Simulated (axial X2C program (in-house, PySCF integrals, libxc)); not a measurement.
## Spin–orbit effects down a group: molecules with Y, CCSD(T)

Calculated with an axial X2C code built on PySCF integrals, spin-free (one-electron X2C) or two-component (2c: spin–orbit coupling with atomic mean-field Coulomb and Gaunt terms, which also bring small scalar terms), in Dyall basis sets with cores contracted in-house; open shells are unrestricted.

Basis sets: O dyall-av3z, S dyall-av3z, Se dyall-cv3z, Y dyall-cv3z. Frozen shells (counts by l): YO Y 4s3p1d, O 1s, 9 electrons correlated; YS Y 4s3p1d, S 2s1p, 9 electrons correlated; YSe Y 4s3p1d, Se 3s2p1d, 9 electrons correlated. Coupled cluster in natural virtuals with an MP2 remainder. Where the outer core of a metal is frozen, bonds come out longer and ionisation energies lower.

```csv
molecule,spin-free state,Re (Å),ωe (cm⁻¹),De (eV),2c state,Re 2c (Å),ωe 2c (cm⁻¹),De 2c (eV)
YO,"M_S = 1/2, Λ = 0",1.815,833.7,7.09,Ω = 1/2,1.815,834.2,n/a
YS,"M_S = 1/2, Λ = 0",2.317,474.8,5.17,Ω = 1/2,2.317,474.8,n/a
YSe,"M_S = 1/2, Λ = 0",2.452,331.3,4.57,Ω = 1/2,2.452,330.9,n/a
```

(1) Work out the shifts from the spin-free to the two-component result.

Each entry is the lowest single determinant of a limited PBE0 search at one distance. De goes to single-determinant-based atoms at the same level (for ions the charge split of lowest energy) and is withheld (n/a) where an atom does not fit its ground term or J level. Main or longest-lived isotopes.

## Answers

(1) 

```json
{"molecule": "YO", "2c state": "Ω = 1/2", "ΔRe (Å)": "0.000", "Δωe (cm⁻¹)": "noise", "ΔDe (eV)": "n/a"}
{"molecule": "YS", "2c state": "Ω = 1/2", "ΔRe (Å)": "0.000", "Δωe (cm⁻¹)": "noise", "ΔDe (eV)": "n/a"}
{"molecule": "YSe", "2c state": "Ω = 1/2", "ΔRe (Å)": "0.000", "Δωe (cm⁻¹)": "noise", "ΔDe (eV)": "n/a"}
```

Shifts of one unit in the last digit are rounding. Where the truncated virtual spaces of the two runs make Δωe unreliable it is marked noise.
